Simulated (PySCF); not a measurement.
SMILES c1cs[c]([GeH3])c1 (GFN2-xTB optimised geometry):

```
12

Ge     2.341    -0.293     0.000
C      0.412    -0.293     0.000
C     -0.449     0.765     0.000
C     -1.807     0.383    -0.004
C     -1.965    -0.964    -0.008
S     -0.459    -1.788    -0.006
H      2.875    -0.858    -1.275
H      2.867    -1.118     1.126
H      2.819     1.112     0.149
H     -0.112     1.788     0.004
H     -2.626     1.081    -0.004
H     -2.875    -1.531    -0.010
```

Method: PBE0/def2-TZVP in PySCF.

**Question.** What are the frontier orbital energies and the dipole moment?

**Answer.** HOMO-2 -9.38 eV, HOMO-1 -7.33 eV, HOMO -6.91 eV, LUMO -0.66 eV, LUMO+1 0.58 eV; dipole moment 0.80 D.

Meta-Löwdin charges at PBE0/def2-TZVP: Ge1 0.37, C2 -0.33, C3 -0.14, C4 -0.15, C5 -0.27, S6 0.29, H7 -0.06, H8 -0.06, H9 -0.06, H10 0.13, H11 0.13, H12 0.15.
